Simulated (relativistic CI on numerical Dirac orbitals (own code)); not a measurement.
**Hg62+: computed level list**

These numbers are calculated, not measured: Dirac-Coulomb-Breit CI, orbitals from a KLI potential per configuration, a model potential for QED, unscaled Slater integrals (own radial code, finite nucleus).

Configurations in the expansion (outside the closed core [Ne]): 3s2.3p6, 3s2.3p5.3d, 3s.3p6.3d, 3s2.3p5.4s, 3s2.3p5.4p, 3s2.3p5.4d, 3s.3p6.4s, 3s2.3p5.4f, 3p6.3d2, 3p5.3d3, 3p5.3d2.4s, 3p5.3d2.4p, 3p5.3d2.4d, 3p6.3d.4s, 3p5.3d.4s2, 3p5.3d.4s.4p, 3p5.3d.4s.4d. Double excitations out of closed p, d and f shells are left out; levels of such configurations are missing from the list, as are those of other unlisted configurations, and high levels can miss mixing partners. These lack a partner that the ground configuration has and come out too high: 3s2.3p5.4f.

| No. | Configuration | Term | J | E (Ry) | % | Next component (%) | Landé g | Lifetime (s) |
| --- | --- | --- | --- | --- | --- | --- | --- | --- |
| 1 | 3s2.3p6 | 1S | 0 | 0.000 | 100 |  |  |  |
| 2 | 3s2.3p5.3d | 3P° | 0 | 19.303 | 100 |  |  |  |
| 3 | 3s2.3p5.3d | 3P° | 1 | 20.270 | 66 | 33 3D° | 1.149 | 8.82e-11 |
| 4 | 3s2.3p5.3d | 3F° | 3 | 20.545 | 55 | 38 1F° | 1.054 | 2.27e-01 |
| 5 | 3s2.3p5.3d | 3D° | 2 | 20.901 | 53 | 19 3F° | 1.059 | 2.87e-04 |
| 6 | 3s2.3p5.3d | 3F° | 4 | 28.235 | 100 |  | 1.235 | 1.52e-07 |
| 7 | 3s2.3p5.3d | 1D° | 2 | 28.694 | 47 | 43 3P° | 1.195 | 1.19e-07 |
| 8 | 3s2.3p5.3d | 3D° | 3 | 29.611 | 70 | 28 1F° | 1.221 | 1.07e-07 |
| 9 | 3s2.3p5.3d | 1P° | 1 | 32.035 | 55 | 23 3D° | 0.980 | 7.20e-13 |
| 10 | 3s2.3p5.3d | 3F° | 2 | 57.236 | 73 | 21 1D° | 0.753 | 8.51e-10 |
| 11 | 3s2.3p5.3d | 3D° | 1 | 60.310 | 44 | 43 1P° | 0.827 | 1.43e-13 |
| 12 | 3s2.3p5.3d | 3P° | 2 | 65.644 | 45 | 37 3D° | 1.266 | 8.43e-10 |
| 13 | 3s2.3p5.3d | 3F° | 3 | 66.056 | 43 | 34 1F° | 1.096 | 8.16e-10 |
| 14 | 3s.3p6.3d | 3D | 1 | 75.567 | 100 |  | 0.485 | 1.15e-13 |
| 15 | 3s.3p6.3d | 3D | 2 | 76.138 | 69 | 31 1D | 1.098 | 1.13e-13 |
| 16 | 3s.3p6.3d | 3D | 3 | 83.838 | 100 |  | 1.318 | 1.14e-13 |
| 17 | 3s.3p6.3d | 1D | 2 | 84.993 | 69 | 31 3D | 1.038 | 1.17e-13 |
| 18 | 3p6.3d2 | 3F | 2 | 152.522 | 72 | 24 1D | 0.762 |  |
| 19 | 3p6.3d2 | 3P | 0 | 154.561 | 68 | 32 1S |  |  |
| 20 | 3p6.3d2 | 3F | 3 | 160.468 | 100 |  | 1.069 |  |
| 21 | 3p6.3d2 | 3P | 2 | 161.380 | 50 | 28 1D | 1.162 |  |
| 22 | 3p6.3d2 | 1G | 4 | 161.635 | 73 | 27 3F | 1.054 |  |
| 23 | 3p6.3d2 | 3P | 1 | 161.811 | 100 |  | 1.487 |  |
| 24 | 3p6.3d2 | 3F | 4 | 169.110 | 73 | 27 1G | 1.167 |  |
| 25 | 3p6.3d2 | 1D | 2 | 169.878 | 47 | 47 3P | 1.198 |  |
| 26 | 3p6.3d2 | 1S | 0 | 171.945 | 68 | 32 3P |  |  |
| 27 | 3p5.3d3 | 3D° | 2 | 172.058 | 28 | 18 5F° | 1.077 |  |
| 28 | 3p5.3d3 | 5D° | 1 | 172.531 | 26 | 22 3P° | 1.011 |  |
| 29 | 3p5.3d3 | 5D° | 0 | 172.832 | 47 | 46 3P° |  |  |
| 30 | 3p5.3d3 | 3F° | 3 | 172.925 | 25 | 19 3G° | 1.048 |  |
| 31 | 3p5.3d3 | 5F° | 3 | 179.237 | 39 | 22 5D° | 1.261 |  |
| 32 | 3p5.3d3 | 5G° | 4 | 179.711 | 35 | 22 5F° | 1.183 |  |
| 33 | 3p5.3d3 | 5S° | 2 | 179.846 | 27 | 23 3P° | 1.484 |  |
| 34 | 3p5.3d3 | 5D° | 2 | 180.109 | 42 | 32 3F° | 1.126 |  |
| 35 | 3p5.3d3 | 5D° | 1 | 180.244 | 40 | 34 3D° | 0.967 |  |
| 36 | 3p5.3d3 | 3G° | 5 | 180.390 | 32 | 32 3H° | 1.137 |  |
| 37 | 3p5.3d3 | 3H° | 6 | 180.414 | 43 | 25 3I° | 1.101 |  |
| 38 | 3p5.3d3 | 3G° | 3 | 180.478 | 43 | 22 3F° | 1.033 |  |
| 39 | 3p5.3d3 | 3P° | 0 | 180.489 | 39 | 39 5D° |  |  |
| 40 | 3p5.3d3 | 3F° | 4 | 180.554 | 29 | 21 3H° | 1.066 |  |
| 41 | 3p5.3d3 | 3G° | 4 | 181.068 | 36 | 20 3F° | 1.081 |  |
| 42 | 3p5.3d3 | 3D° | 2 | 181.226 | 33 | 24 1D° | 1.201 |  |
| 43 | 3p5.3d3 | 3S° | 1 | 181.296 | 33 | 25 3P° | 1.634 |  |
| 44 | 3p5.3d3 | 3G° | 3 | 181.305 | 26 | 23 3F° | 1.134 |  |
| 45 | 3p5.3d3 | 1H° | 5 | 181.727 | 31 | 31 3G° | 1.065 |  |
| 46 | 3p5.3d3 | 3F° | 4 | 182.789 | 41 | 25 5D° | 1.217 |  |
| 47 | 3p5.3d3 | 3P° | 2 | 183.127 | 29 | 22 3D° | 1.193 |  |
| 48 | 3p5.3d3 | 3D° | 1 | 183.794 | 42 | 17 3P° | 0.764 |  |
| 49 | 3p5.3d3 | 3G° | 3 | 183.851 | 32 | 25 3D° | 1.059 |  |
| 50 | 3p5.3d3 | 3F° | 2 | 184.055 | 48 | 21 1D° | 0.847 |  |
| 51 | 3p5.3d3 | 3G° | 3 | 184.160 | 39 | 23 3D° | 1.028 |  |
| 52 | 3p5.3d3 | 3D° | 1 | 186.337 | 41 | 29 1P° | 0.940 |  |
| 53 | 3p5.3d3 | 5F° | 4 | 187.425 | 31 | 24 3G° | 1.232 |  |
| 54 | 3p5.3d3 | 5G° | 5 | 187.784 | 45 | 21 5F° | 1.206 |  |
| 55 | 3p5.3d3 | 3D° | 2 | 187.985 | 31 | 29 3F° | 1.176 |  |
| 56 | 3p5.3d3 | 5G° | 6 | 188.087 | 50 | 23 3I° | 1.174 |  |
| 57 | 3p5.3d3 | 3I° | 7 | 188.674 | 100 |  | 1.128 |  |
| 58 | 3p5.3d3 | 3G° | 3 | 188.704 | 24 | 21 1F° | 1.148 |  |
| 59 | 3p5.3d3 | 3G° | 5 | 188.726 | 35 | 30 3H° | 1.152 |  |
| 60 | 3p5.3d3 | 3P° | 1 | 188.811 | 61 | 19 5D° | 1.471 |  |
| 61 | 3p5.3d3 | 3D° | 2 | 188.827 | 32 | 15 3P° | 1.362 |  |
| 62 | 3p5.3d3 | 3F° | 4 | 188.829 | 32 | 26 3G° | 1.194 |  |
| 63 | 3p5.3d3 | 3D° | 3 | 189.275 | 40 | 24 5D° | 1.264 |  |
| 64 | 3p5.3d3 | 3F° | 4 | 189.642 | 44 | 17 3H° | 1.142 |  |
| 65 | 3p5.3d3 | 3H° | 6 | 189.722 | 69 | 24 1I° | 1.102 |  |
| 66 | 3p5.3d3 | 3F° | 3 | 189.764 | 44 | 31 3D° | 1.226 |  |
| 67 | 3p5.3d3 | 3D° | 1 | 189.857 | 55 | 16 1P° | 0.806 |  |
| 68 | 3p5.3d3 | 3G° | 5 | 189.865 | 68 | 16 1H° | 1.128 |  |
| 69 | 3p5.3d3 | 1G° | 4 | 189.879 | 35 | 25 3G° | 1.134 |  |
| 70 | 3p5.3d3 | 3P° | 0 | 190.318 | 77 | 22 5D° |  |  |

Energies count from the lowest computed level; ° marks odd parity; lifetimes are radiative, by E1, M1, E2, M2, E3 decay to levels of this space only; some are left blank where a channel outside the calculation adds to the decay or the decay crosses a small, uncertain gap.

The mean weight of the leading LS term, summed over parents, in these 70 levels is 52 %, and that of the leading jj configuration (from the same eigenvectors) 98 %, so jj coupling describes them better and the LS labels are nominal.

At this charge energies of transitions that change n are usually good to better than 1 %, and those within a shell (Δn = 0) to a few per cent.

LS names give the leading component of a level, which can be under half, so a name can repeat, a term be missing and a line seem to break the LS rules.
